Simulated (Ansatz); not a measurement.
Start from `C/C=N\[SiH3]` and change one atom or group (the configuration at the double bond changes too) to get `C/C=N/O`.

Ansatz, PBE0-D4/def2-TZVP geometries, multiplicity 1. Each molecule was computed in one conformer, which needn't be the lowest.

| property | `C/C=N\[SiH3]` |
| --- | --- |
| HOMO–LUMO gap (ωB97M-V/def2-TZVPP) / eV | 10.80 |
| size of the dipole moment (PBE/def2-TZVPP) / D | 2.10 |
| HOMO–LUMO gap (B3LYP/def2-TZVPP) / eV | 5.83 |
| size of the dipole moment (ωB97M-V/def2-TZVPP) / D | 2.24 |
| LUMO energy (B3LYP/def2-TZVPP) / eV | -0.86 |
| LUMO energy (PBE0/def2-TZVPP) / eV | -0.63 |

Q: Give the same properties after the change, and the shifts. (Estimate.)

A: Ansatz gave: 
| property | `C/C=N/O` | shift |
| --- | --- | --- |
| HOMO–LUMO gap (ωB97M-V/def2-TZVPP) / eV | 12.07 | 1.27 |
| size of the dipole moment (PBE/def2-TZVPP) / D | 0.51 | -1.59 |
| HOMO–LUMO gap (B3LYP/def2-TZVPP) / eV | 6.99 | 1.16 |
| size of the dipole moment (ωB97M-V/def2-TZVPP) / D | 0.71 | -1.53 |
| LUMO energy (B3LYP/def2-TZVPP) / eV | -0.13 | 0.73 |
| LUMO energy (PBE0/def2-TZVPP) / eV | 0.17 | 0.80 |

With PBE0 the HOMO falls by 0.43 eV and the LUMO rises by 0.80 eV, so the gap widens by about 1.23 eV. PBE moves the HOMO by -0.43 eV and ωB97M-V by -0.44 eV. The zero-point energy changes by -27.6 kJ/mol with -6 modes. Dipoles are sizes alone; their direction can turn.

B3LYP here is the variant with VWN-RPA as its local correlation; programs differ in this.
